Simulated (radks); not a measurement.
Values are calculated unless marked as measured or tabulated.
Q: Species: In40+. Configuration: [He] 2s2 2p5 (the NIST ground configuration). Code: a radial shooting solver on a logarithmic mesh with Libxc functionals. Model: Dirac Kohn-Sham, relativistic LDA (MacDonald-Vosko exchange, VWN5 correlation), spin-unpolarised, spherical densities, finite nucleus; open shells fill j = l - 1/2 first; Fermi nuclear charge, rms radius 4.6156 fm. Some entries of the table are withheld. Estimate them.

orbital,occ.,eigenvalue (eV),<1/r> (bohr^-1),<r^2> (bohr^2)
1s1/2,2,-30356.62,(1),0.001199
2s1/2,2,-6662.096,12.32,0.01841
2p1/2,2,(2),(3),(4)
2p3/2,3,(5),(6),(7)

A: 
(1) 1s1/2 <1/r> (bohr^-1): 51.71
(2) 2p1/2 eigenvalue (eV): -6445.559
(3) 2p1/2 <1/r> (bohr^-1): 12.27
(4) 2p1/2 <r^2> (bohr^2): 0.01353
(5) 2p3/2 eigenvalue (eV): -6222.548
(6) 2p3/2 <1/r> (bohr^-1): 11.48
(7) 2p3/2 <r^2> (bohr^2): 0.01469
